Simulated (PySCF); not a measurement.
**Field gradients at the hydrogen positions**

C7H17P.
Geometry (GFN2-xTB, Å), atoms numbered from 1 in this order:
```xyz
25
C7H17P angstrom
C     -2.704   -1.020    1.016
C     -1.531   -0.593    1.454
P     -0.111   -0.192    0.402
C     -0.063   -1.914   -0.465
C      1.554   -0.416    1.176
C      2.528    0.595    0.588
C     -0.347    0.657   -1.235
C     -0.500    2.163   -1.161
H     -2.859   -1.299   -0.014
H     -3.558   -1.120    1.668
H     -1.396   -0.274    2.483
H     -0.153    1.154    1.106
H     -0.936   -2.115   -1.083
H     -0.016   -2.692    0.299
H      0.818   -2.015   -1.102
H      1.407   -0.212    2.242
H      1.924   -1.435    1.054
H      2.749    0.360   -0.451
H      2.091    1.592    0.634
H      3.464    0.602    1.144
H      0.496    0.370   -1.871
H     -1.243    0.202   -1.669
H     -1.300    2.426   -0.471
H     -0.740    2.567   -2.143
H      0.417    2.631   -0.812
```

Level: PBE0/pcSseg-1 (PySCF, non-relativistic); Q(2H) = 0.00286 b; rigid geometry, the same for H and D, with no vibrational averaging.

Problem. Rank these positions by the coupling χzz of a deuteron there, largest first.
A. H22 (methylene hydrogen)
B. H10 (vinylic hydrogen)
C. H12 (P–H hydrogen)
D. H13 (methyl hydrogen)
E. H25 (methyl hydrogen)

Solution. B (224 kHz), D (218 kHz), E (212 kHz), A (203 kHz), C (65 kHz).

Problem. Tabulate Vzz, the asymmetry η and χzz = 234.96 MHz × Q × Vzz for every hydrogen position.

Solution. 
```
atom  bonded to  bond length (Å)  Vzz (au)     η  χzz (kHz)
  H9         C1            1.077    0.3353  0.05        225
 H10         C1            1.079    0.3334  0.04        224
 H11         C2            1.085    0.3207  0.06        216
 H12         P3            1.519    0.0973  0.06         65
 H13         C4            1.088    0.3238  0.01        218
 H14         C4            1.092    0.3148  0.02        212
 H15         C4            1.091    0.3182  0.02        214
 H16         C5            1.095    0.2997  0.02        201
 H17         C5            1.091    0.3056  0.01        205
 H18         C6            1.088    0.3131  0.03        210
 H19         C6            1.089    0.3078  0.02        207
 H20         C6            1.089    0.3143  0.02        211
 H21         C7            1.094    0.3041  0.03        204
 H22         C7            1.095    0.3022  0.04        203
 H23         C8            1.088    0.3121  0.03        210
 H24         C8            1.089    0.3155  0.01        212
 H25         C8            1.087    0.3160  0.03        212
```

Problem. Average by the element that carries the hydrogen.

Solution. on C: 212 kHz over 16 positions, mean bond length 1.089 Å; on P: 65 kHz over 1 position, mean bond length 1.519 Å.

Problem. How does χzz go with the bond length over the 16 C–H bonds?

Solution. A straight-line fit has a slope of -12.7 kHz for each 0.01 Å, with a correlation coefficient of -0.92, over lengths from 1.077 to 1.095 Å. The longer bonds have the smaller couplings here.

Geometry: GFN2-xTB; no solvent, vibrations or thermal averaging. GFN2-xTB bond lengths can be off by several hundredths of an ångström, more for odd bonds, and the gradients follow them. The small basis limits the accuracy of the gradients.

The run behind these numbers computed NMR shieldings as well. Hardware: one thread of an Arm Neoverse V1, on a shared host. Cost: 45 s, 1.1 GiB resident at most.
